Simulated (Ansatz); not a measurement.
Total energies of the cluster Te₅W₃ (the lowest singlet isomer of a short search) from Ansatz at PBE-D4/def2-SVP, gas phase (1 Eh = 27.2114 eV = 2625.5 kJ/mol). The reference geometry is relaxed at PBE-D4/def2-SVP.

```xyz
8

W    -0.451   -0.037   -1.209
W     1.504    0.195    0.720
W    -0.596   -0.389    1.521
Te    1.324   -0.065    3.422
Te   -1.525    1.169   -3.145
Te   -0.385    2.111    0.531
Te   -1.877   -2.032   -0.179
Te    2.006   -0.951   -1.661
```

| state | geometry | energy (Eh) |
| --- | --- | --- |
| charge 0 singlet | reference | -1541.85216 |
| charge 1 doublet | reference | -1541.60235 |
| charge -1 doublet | reference | -1541.93514 |
| charge 0 triplet | relaxed at PBE-D4/def2-SVP | -1541.82755 |
| charge 0 quintet | relaxed at PBE-D4/def2-SVP | -1541.78839 |

In the def2 sets Te, W take a core potential; there is no spin–orbit coupling.

**Question.** Work out the vertical ionisation energy to the doublet.

**Answer.** E(charge 1 doublet) − E(charge 0 singlet) = -1541.60235 − (-1541.85216) = 0.24981 Eh = 6.80 eV. For comparison, −ε of the highest occupied level is 4.92 eV at this level, 1.88 eV less.

**Question.** Work out the vertical electron affinity, to the doublet.

**Answer.** E(charge 0 singlet) − E(charge -1 doublet) = -1541.85216 − (-1541.93514) = 0.08298 Eh = 2.26 eV. The basis lacks diffuse functions, which makes affinities too small.

**Question.** Give the fundamental gap IE − EA, the Mulliken electronegativity (IE + EA)/2 and the hardness (IE − EA)/2.

**Answer.** From the values in Eh: IE − EA = 0.24981 − 0.08298 = 0.16683 Eh = 4.54 eV; (IE + EA)/2 = 4.53 eV; (IE − EA)/2 = 2.27 eV. The HOMO–LUMO gap of the same run is 0.86 eV, 3.68 eV smaller than the fundamental gap.

**Question.** Which of the charge 0 states is lowest, and how far above it are the others?

**Answer.** The singlet. triplet: -1541.82755 − (-1541.85216) = 0.02461 Eh = 64.6 kJ/mol; quintet: -1541.78839 − (-1541.85216) = 0.06377 Eh = 167.4 kJ/mol.

The restricted singlet is unstable towards broken spin symmetry in Hartree–Fock (as tested in another run); at PBE-D4/def2-SVP this wasn't settled. At PBE-D4/def2-SVP the gap within one spin of the charge -1 doublet nearly closes, so an electron or hole may be smeared out by delocalisation error.  

The structure comes from a short search, and lower isomers may exist.
